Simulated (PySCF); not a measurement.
C7H9BO3, SMILES COc1ccc(B(O)O)cc1 (GFN2-xTB optimised geometry):

```
20

C     -2.807    -2.631    -0.013
O     -1.403    -2.565    -0.003
C     -0.806    -1.341     0.000
C     -1.479    -0.125     0.002
C     -0.760     1.059     0.005
C      0.632     1.082     0.004
B      1.465     2.423     0.003
O      2.809     2.350    -0.117
O      0.910     3.664     0.119
C      1.286    -0.154     0.000
C      0.590    -1.341     0.000
H     -3.053    -3.692    -0.016
H     -3.240    -2.163     0.878
H     -3.226    -2.161    -0.909
H     -2.558    -0.084     0.000
H     -1.317     1.988     0.002
H      3.240     3.205    -0.109
H     -0.040     3.692     0.210
H      2.365    -0.162    -0.003
H      1.100    -2.291    -0.002
```

Level of theory: PBE/def2-SVP (PySCF).

Problem. What are the frontier orbital energies and the dipole moment?

Solution. HOMO-2 -7.15 eV, HOMO-1 -6.19 eV, HOMO -5.32 eV, LUMO -1.12 eV, LUMO+1 -0.84 eV; dipole moment 2.47 D.

Meta-Löwdin charges at PBE/def2-SVP: C1 -0.10, O2 -0.30, C3 0.20, C4 -0.18, C5 -0.09, C6 -0.13, B7 0.34, O8 -0.46, O9 -0.47, C10 -0.08, C11 -0.14, H12 0.12, H13 0.10, H14 0.10, H15 0.11, H16 0.08, H17 0.33, H18 0.33, H19 0.11, H20 0.11.
